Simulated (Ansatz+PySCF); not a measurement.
## singlet H2: levels of theory in one basis

```yaml
atoms:
  - { symbol: H, position_ang: [0.0000, 0.0000, -0.4109] }
  - { symbol: H, position_ang: [0.0000, 0.0000, 0.4109] }
```

Basis set: def2-SVP (spherical functions). All electrons are correlated. Charge 0, multiplicity 1.

Computed with Ansatz (development build ahead of 0.2.0); each method stands on the lowest determinant of its kind that the runs found. NEVPT2 correlates all electrons. Active spaces start from the frontier orbitals, and the lowest solution found is given.

```tsv
method	E − E(RHF) (eV)	<S²> of the determinant
RHF	0.00	0.00
RHF-MP2	-0.73	–
RHF-CCSD	-0.97	–
RHF-CCSD(T)	-0.97	–
CASSCF(2,2)	-0.56	–
```

Task: What does SC-NEVPT2(2,2) give on the same scale?

Result: -0.83 eV. NEVPT2 here correlates all electrons, so it doesn't share the others' frozen core.

Task: Is a single determinant a sound starting point here?

Result: Only with care. Unrestricted orbitals gain 0.00 eV and <S²> is 0.00 against 0.00 for a pure state, but bonds are stretched. The CASSCF(2,2) natural occupations are 1.97, 0.03.

Caution for RHF-MP2, RHF-CCSD, RHF-CCSD(T): bonds are stretched, where a single reference can fail.
